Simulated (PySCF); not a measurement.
C₂H₉AsIn (SMILES [CH3][In+]([CH3])<-[AsH3]), charge +1, singlet, geometry from GFN2-xTB (such geometries of metal compounds can be far from the true shape) (all electrons, no relativity); CASCI(6,6)+NEVPT2/STO-3G run with PySCF.

PySCF was given this input:
```python
from pyscf import gto, scf, mcscf, mrpt
import numpy

mol = gto.M(
    atom='''
In    0.01491532    1.00767213    0.39062264
C     1.76611088    1.72520798   -0.86194776
H     2.59977146    1.05368391   -0.65708296
H     2.00057321    2.74925913   -0.57340035
H     1.45846953    1.66768211   -1.90586630
C    -1.72591463    0.72001787    1.81810354
H    -2.59395794    0.45454736    1.21494295
H    -1.88778307    1.65246318    2.35785953
H    -1.45215284   -0.08863011    2.49559776
As   -0.02994964   -1.92171026   -0.74945036
H     0.54620245   -3.07373771   -0.00179574
H     0.61564657   -2.36121561   -2.01698814
H    -1.27045955   -2.68490341   -1.05884848
''',
    basis='sto-3g',
    charge=1,
    verbose=4,
)

mf = scf.RHF(mol)
mf.kernel()
mc = mcscf.CASCI(mf, 6, 6)
mc.fix_spin_(ss=0.0)
mc.kernel()
occ = numpy.linalg.eigvalsh(mc.fcisolver.make_rdm1(mc.ci, mc.ncas, mc.nelecas))[::-1]
ss = mc.fcisolver.spin_square(mc.ci, mc.ncas, mc.nelecas)[0]
print('natural occupations', occ.round(4), ' <S^2>', round(ss, 4))
e2 = mrpt.NEVPT(mc).kernel()
print('E(NEVPT2) = %.10f' % (mc.e_tot + e2))
```

It wrote (shortened):

```
PySCF version 2.14.0

[INPUT] verbose = 4
[INPUT] num. atoms = 13
[INPUT] num. electrons = 102
[INPUT] charge = 1
[INPUT] spin (= nelec alpha-beta = 2S) = 0
[INPUT] symmetry False subgroup None
[INPUT] Mole.unit = angstrom
[INPUT] Symbol           X                Y                Z      unit          X                Y                Z       unit  Magmom
[...]
nuclear repulsion = 629.387625372508
number of shells = 34
number of NR pGTOs = 192
number of NR cGTOs = 64
basis = sto-3g
ecp = {}

******** <class 'pyscf.scf.hf.RHF'> ********
method = RHF
initial guess = minao
damping factor = 0
level_shift factor = 0
DIIS = <class 'pyscf.scf.diis.CDIIS'>
diis_start_cycle = 1
diis_space = 8
diis_damp = 0
SCF conv_tol = 1e-09
SCF conv_tol_grad = None
SCF max_cycles = 50
direct_scf = True
direct_scf_tol = 1e-13
Set gradient conv threshold to 3.16228e-05
Initial guess from minao.
init E= -7953.2454508738
[...]
cycle= 1 E= -7971.94699739293  delta_E= -18.7  |g|= 0.545  |ddm|= 3.79
[...]
cycle= 2 E= -7972.09250974591  delta_E= -0.146  |g|= 0.102  |ddm|= 1.14
[...]
cycle= 3 E= -7972.0969681351  delta_E= -0.00446  |g|= 0.0226  |ddm|= 0.188
[...]
cycle= 4 E= -7972.09735026749  delta_E= -0.000382  |g|= 0.00739  |ddm|= 0.063
[...]
cycle= 5 E= -7972.09737993177  delta_E= -2.97e-05  |g|= 0.000955  |ddm|= 0.0178
[...]
cycle= 6 E= -7972.09738091296  delta_E= -9.81e-07  |g|= 0.00025  |ddm|= 0.00339
[...]
cycle= 7 E= -7972.09738097489  delta_E= -6.19e-08  |g|= 2.48e-05  |ddm|= 0.001
[...]
cycle= 8 E= -7972.09738097546  delta_E= -5.66e-10  |g|= 4.76e-06  |ddm|= 8.35e-05
[...]
Extra cycle  E= -7972.09738097549  delta_E= -3.27e-11  |g|= 2.03e-06  |ddm|= 1.11e-05
converged SCF energy = -7972.09738097549

******** <class 'pyscf.mcscf.casci.CASCI'> ********
CAS (3e+3e, 6o), ncore = 48, nvir = 10
natorb = False
canonicalization = True
sorting_mo_energy = False
******** <class 'pyscf.fci.addons.SpinPenaltyFCISolver'> ********
max. cycles = 200
conv_tol = 1e-08
davidson only = True
linear dependence = 1e-12
level shift = 0.001
max iter space = 12
nroots = 1
pspace_size = 400
spin = None
Density matrix diagonal elements [1.9886078  1.98875033 1.97521305 0.00781073 0.0092631  0.03035498]
CASCI converged
CASCI E = -7972.11454332866  E(CI) = -6.46935723701245  S^2 = 0.0000000
natural occupations [1.9965 1.9824 1.9752 0.0306 0.0078 0.0075]  <S^2> 0.0

******** <class 'pyscf.mrpt.nevpt2.NEVPT'> ********
NEVPT2 (3e+3e, 6o), ncore = 48, nvir = 10
root = 0
Natural occ [1.99647497 1.98242312 1.97521305 0.03057264 0.00781068 0.00750555]
Natural orbital (expansion on meta-Lowdin AOs) in CAS space
               #1        #2        #3        #4        #5
0 In 1s          0.00022   0.00089   0.00000   0.00055  -0.00000
0 In 2s         -0.00041  -0.00272  -0.00000  -0.00259   0.00002
0 In 3s          0.00066   0.00654  -0.00000   0.00719  -0.00005
0 In 4s         -0.01193  -0.03881  -0.00000  -0.01442   0.00009
0 In 5s          0.16289   0.72476   0.00005   0.61341  -0.00345
0 In 2px         0.00001  -0.00000  -0.00082  -0.00000  -0.00086
0 In 2py         0.00056  -0.00019  -0.00023  -0.00018   0.00037
0 In 2pz         0.00022  -0.00007   0.00063  -0.00007  -0.00098
0 In 3px         0.00001   0.00000   0.00069   0.00000   0.00173
0 In 3py         0.00036   0.00005   0.00020   0.00040  -0.00072
0 In 3pz         0.00014   0.00002  -0.00053   0.00016   0.00199
0 In 4px         0.00017  -0.00006  -0.01787  -0.00002  -0.01872
0 In 4py         0.00928  -0.00345  -0.00514  -0.00373   0.00803
0 In 4pz         0.00368  -0.00135   0.01372  -0.00144  -0.02138
0 In 5px        -0.00481   0.00188   0.44808   0.00123   0.62310
0 In 5py        -0.27107   0.10578   0.12875   0.14524  -0.26625
0 In 5pz        -0.10746   0.04154  -0.34399   0.05653   0.71200
0 In 3dxy       -0.00013   0.00070   0.00045  -0.00125  -0.00001
0 In 3dyz        0.00082  -0.00054  -0.00029   0.00085  -0.00001
0 In 3dz^2      -0.00037   0.00007  -0.00024  -0.00007  -0.00001
[...]
5 C 2pz          0.03328  -0.27486   0.33633   0.29442  -0.02400
6 H 1s          -0.03274  -0.08871   0.10391   0.04537   0.06910
7 H 1s           0.04679  -0.08546   0.08665   0.02527  -0.00270
8 H 1s          -0.03380  -0.08910   0.10417   0.04563  -0.06646
9 As 1s         -0.00042   0.00007  -0.00000   0.00008  -0.00001
9 As 2s          0.00218  -0.00070   0.00000  -0.00084   0.00006
9 As 3s          0.01199  -0.00061   0.00001  -0.00061   0.00005
9 As 4s          0.37250  -0.06678   0.00036  -0.07727   0.00607
9 As 2px         0.00001  -0.00000  -0.00002   0.00000   0.00006
9 As 2py         0.00101  -0.00012  -0.00001  -0.00015  -0.00001
9 As 2pz         0.00035  -0.00006   0.00002  -0.00004   0.00007
9 As 3px        -0.00007   0.00005   0.00037  -0.00001  -0.00072
9 As 3py        -0.01132   0.00221   0.00009   0.00227   0.00012
9 As 3pz        -0.00389   0.00096  -0.00029   0.00072  -0.00087
9 As 4px         0.00438  -0.00212  -0.00920   0.00071   0.04081
9 As 4py         0.74329  -0.03712  -0.00199  -0.06308  -0.01196
9 As 4pz         0.25479  -0.02243   0.00736  -0.01748   0.04821
9 As 3dxy       -0.00036  -0.00044  -0.00257  -0.00027  -0.00681
9 As 3dyz       -0.00224  -0.00382   0.00164  -0.00227  -0.00660
9 As 3dz^2       0.00054   0.00138   0.00252   0.00086  -0.00125
9 As 3dxz        0.00034   0.00039  -0.00234   0.00021   0.00142
9 As 3dx2-y2     0.00175   0.00379   0.00004   0.00228  -0.00468
10 H 1s         -0.19722  -0.00386   0.00575   0.02501  -0.07446
11 H 1s         -0.18133   0.01217  -0.02808   0.03231   0.02118
12 H 1s         -0.18581   0.00746   0.02221   0.03053   0.04601
               #6
0 In 1s         -0.00013
0 In 2s          0.00065
0 In 3s         -0.00185
0 In 4s          0.00308
0 In 5s         -0.13353
0 In 2px         0.00000
0 In 2py        -0.00108
0 In 2pz        -0.00040
0 In 3px         0.00001
0 In 3py         0.00305
0 In 3pz         0.00115
0 In 4px         0.00005
0 In 4py        -0.02485
0 In 4pz        -0.00925
0 In 5px        -0.00110
0 In 5py         0.85765
0 In 5pz         0.31978
0 In 3dxy        0.00006
0 In 3dyz        0.00018
0 In 3dz^2      -0.00011
0 In 3dxz       -0.00014
0 In 3dx2-y2    -0.00020
0 In 4dxy       -0.00244
0 In 4dyz       -0.00792
0 In 4dz^2       0.00463
0 In 4dxz        0.00541
0 In 4dx2-y2     0.00878
1 C 1s          -0.00013
1 C 2s           0.00805
1 C 2px         -0.01453
1 C 2py         -0.02379
1 C 2pz          0.00383
2 H 1s           0.04006
3 H 1s          -0.07758
4 H 1s           0.02982
5 C 1s          -0.00014
5 C 2s           0.00830
5 C 2px          0.01508
5 C 2py         -0.01543
5 C 2pz         -0.01864
6 H 1s           0.03274
7 H 1s          -0.07779
8 H 1s           0.03721
9 As 1s         -0.00024
9 As 2s          0.00243
9 As 3s          0.00168
9 As 4s          0.24071
9 As 2px        -0.00000
9 As 2py         0.00043
9 As 2pz         0.00013
9 As 3px         0.00001
9 As 3py        -0.00676
9 As 3pz        -0.00214
9 As 4px        -0.00178
9 As 4py         0.20524
9 As 4pz         0.05889
9 As 3dxy        0.00093
9 As 3dyz        0.00747
9 As 3dz^2      -0.00281
9 As 3dxz       -0.00068
9 As 3dx2-y2    -0.00748
10 H 1s         -0.06903
11 H 1s         -0.09266
12 H 1s         -0.08708
<CAS-nat-orb|mo-hf>  49     49       0.70270552
<CAS-nat-orb|mo-hf>  49     50       0.71145155
<CAS-nat-orb|mo-hf>  50     49       0.71120941
<CAS-nat-orb|mo-hf>  50     50      -0.70244886
<CAS-nat-orb|mo-hf>  51     51       0.99999988
<CAS-nat-orb|mo-hf>  52     54       0.96506927
<CAS-nat-orb|mo-hf>  53     52       0.99956316
<CAS-nat-orb|mo-hf>  54     53       0.96502115
Sr    (-1)',   E = -0.01173495736023
Si    (+1)',   E = -0.00362497888433
Sijrs (0)  ,   E = -0.09753116727045
Sijr  (+1) ,   E = -0.00825508086058
Srsi  (-1) ,   E = -0.02052591354662
Srs   (-2) ,   E = -0.00495052080496
Sij   (+2) ,   E = -0.00157981987253
Sir   (0)' ,   E = -0.02069728434957
Nevpt2 Energy = -0.168899722949262
E(NEVPT2) = -7972.2834430516
```
